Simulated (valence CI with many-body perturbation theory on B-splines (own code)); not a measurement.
## Br21+: electric-dipole lines

Method: valence CI with perturbative core correlation (CI+MBPT): four valence electrons over a frozen Dirac-Fock core [Ne], a basis of 11 s, 11 p, 10 d, 8 f, 5 g, 2 h functions for each j, with the one-electron correlation potential Σ1, the two-electron term Σ2, the three-electron term Σ3, Breit, model QED; selected CI, second order for the rest, scaled by the run's own slope (own B-spline code, finite nucleus).

No measured spectrum was set against this ion. As an estimate, levels of excited configurations hold to 0.05 to 0.15 % of their energy, terms of the ground configuration to about 0.5 %. Among the levels kept, up to 800 cm⁻¹ of a level comes from second order outside the variational space, and about a tenth of that is noise between levels of different J, which matters for small intervals.

Lines 101 to 150 of 571 in falling wavelength, among levels below 2081500 cm⁻¹, chosen from the strongest by gf and those to the six lowest levels. Wavelengths and rates use the calculated energies, so an error of 300 cm⁻¹ moves a line at 172.3 Å by 0.052 % and its rate by three times that or more. Electric multipoles are in the length gauge, E1 and E2 with the static RPA response of the core. Weak lines are less certain than strong ones. Lines between different terms over intervals too small for the method are left out, as are lines whose strength nearly cancels. Where a level lies close to another of its J and parity, the split of strength between their lines is uncertain. The highest levels of a list are the least certain.

Names give the largest LS component (configuration and term), which can be under half, so a name can repeat, a term be missing and a line seem to break the LS rules; names also repeat where a configuration has a term twice. Letters in brackets count levels of one name in rising energy.

```tsv
λ vac (Å)	Upper	Lower	A (s⁻¹)	S (a.u.)
172.3	3s²3p3d ³F°_2	3s²3p² ¹D_2	3.20e+09	4.04e-02
171.3	3s3p²3d ¹F_3 [a]	3s²3p3d ³F°_3	4.33e+09	7.53e-02
171.3	3p³3d ⁵D°_1	3s3p²3d ⁵D_2	1.15e+10	8.54e-02
170.2	3p³3d ³F°_3 [b]	3s3p²3d ⁵D_4	3.76e+09	6.41e-02
170.2	3p³3d ⁵D°_4	3s3p²3d ⁵D_3	2.99e+09	6.54e-02
170.1	3s3p3d² ³F°_3 [b]	3s3p²3d ³P_2 [b]	4.77e+09	8.11e-02
169.8	3p³3d ³F°_3 [c]	3s3p²3d ³G_4	1.31e+10	2.21e-01
169.1	3s3p²3d ³D_2 [c]	3s²3p3d ³D°_1	8.72e+09	1.04e-01
168.7	3s3p²3d ³D_3 [a]	3s²3p3d ³F°_2	3.63e+09	6.03e-02
168.5	3p³3d ³D°_2 [a]	3s3p²3d ⁵D_1	4.59e+09	5.41e-02
168.4	3s3p³ ¹P°_1	3s²3p² ¹S_0	7.71e+09	5.45e-02
168.2	3p³3d ³G°_3	3s3p²3d ³F_2 [a]	5.85e+09	9.62e-02
168.1	3s3p²3d ³F_3 [c]	3s²3p3d ³P°_2 [a]	2.18e+10	3.58e-01
167.5	3s3p²3d ³D_3 [d]	3s²3p3d ³P°_2 [b]	1.43e+10	2.32e-01
167.2	3p³3d ⁵D°_2	3s3p²3d ⁵D_3	1.14e+10	1.31e-01
167.0	3p³3d ³F°_4 [b]	3s3p²3d ¹F_3 [a]	2.88e+09	5.96e-02
167.0	3s3p3d² ³D°_2	3s3p²3d ³D_2 [c]	5.24e+09	6.03e-02
166.6	3p³3d ³F°_3 [c]	3s3p²3d ³F_2 [b]	8.20e+09	1.31e-01
166.3	3p³3d ⁵D°_4	3s3p²3d ⁵F_4	7.01e+09	1.43e-01
166.1	3s3p3d² ³G°_5	3s3p²3d ³F_4 [c]	1.14e+10	2.84e-01
165.8	3p³3d ³F°_2 [b]	3s3p²3d ³G_3	9.54e+09	1.07e-01
165.7	3p³3d ³F°_4 [b]	3s3p²3d ³G_5	1.40e+10	2.84e-01
165.5	3s3p²3d ³D_2 [c]	3s²3p3d ³P°_2 [a]	4.63e+09	5.18e-02
165.4	3p³3d ³F°_4 [a]	3s3p²3d ⁵F_5	9.87e+09	1.98e-01
165.4	3s3p²3d ³D_2 [d]	3s²3p3d ³P°_2 [b]	6.18e+09	6.90e-02
165.1	3p³3d ³F°_3 [a]	3s3p²3d ⁵F_3	4.64e+09	7.23e-02
164.9	3s²3p3d ³F°_3	3s²3p² ¹D_2	1.37e+07	2.12e-04
164.9	3s3p3d² ³H°_5	3s3p²3d ³F_4 [b]	2.53e+09	6.15e-02
164.3	3s3p²3d ¹D_2 [b]	3s²3p3d ³P°_2 [b]	1.30e+10	1.42e-01
163.8	3p³3d ¹F°_3	3s3p²3d ³F_4 [b]	1.23e+10	1.87e-01
163.7	3s3p3d² ³G°_3 [a]	3s3p²3d ³D_2 [c]	1.05e+10	1.59e-01
163.5	3s²3p3d ³D°_1	3s²3p² ¹S_0	3.92e+08	2.54e-03
163.5	3s3p³ ³P°_2 [b]	3s²3p² ³P_2	1.25e+08	1.34e-03
163.4	3s3p²3d ³D_3 [d]	3s²3p3d ³D°_3	2.41e+10	3.64e-01
162.9	3s3p3d² ⁵D°_3 [a]	3s3p²3d ¹G_4	3.52e+09	5.26e-02
162.8	3s3p3d² ³F°_3 [a]	3s3p²3d ³F_3 [b]	5.28e+09	7.87e-02
162.5	3s3p²3d ³D_2 [d]	3s²3p3d ³P°_1	9.90e+09	1.05e-01
162.5	3p³3d ³F°_4 [b]	3s3p²3d ³D_3 [a]	3.45e+09	6.58e-02
162.3	3s3p3d² ⁵F°_3 [b]	3s3p²3d ³D_3 [a]	6.85e+09	1.01e-01
161.8	3s3p²3d ³G_3	3s3p³ ³P°_2 [b]	7.41e+09	1.08e-01
161.7	3p³3d ⁵D°_3	3s3p²3d ⁵D_2	5.54e+09	8.09e-02
161.4	3s3p²3d ¹D_2 [b]	3s²3p3d ³P°_1	1.06e+10	1.11e-01
160.9	3s3p3d² ³D°_3	3s3p²3d ³D_2 [c]	3.65e+09	5.25e-02
160.8	3s3p²3d ³D_1 [e]	3s²3p3d ³P°_1	1.11e+10	6.84e-02
160.6	3p³3d ³P°_2 [a]	3s3p²3d ³P_2 [a]	5.24e+09	5.36e-02
160.4	3s3p²3d ¹D_2 [b]	3s²3p3d ³D°_3	7.77e+09	7.92e-02
160.3	3s3p3d² ³G°_3 [a]	3s3p²3d ³F_2 [c]	2.02e+10	2.88e-01
158.9	3s3p3d² ³G°_4 [a]	3s3p²3d ³F_3 [c]	1.78e+10	3.17e-01
158.8	3p³3d ³D°_2 [c]	3s3p²3d ¹F_3 [a]	8.69e+09	8.60e-02
158.8	3s3p²3d ¹F_3 [b]	3s²3p3d ¹F°_3	5.60e+10	7.75e-01
```
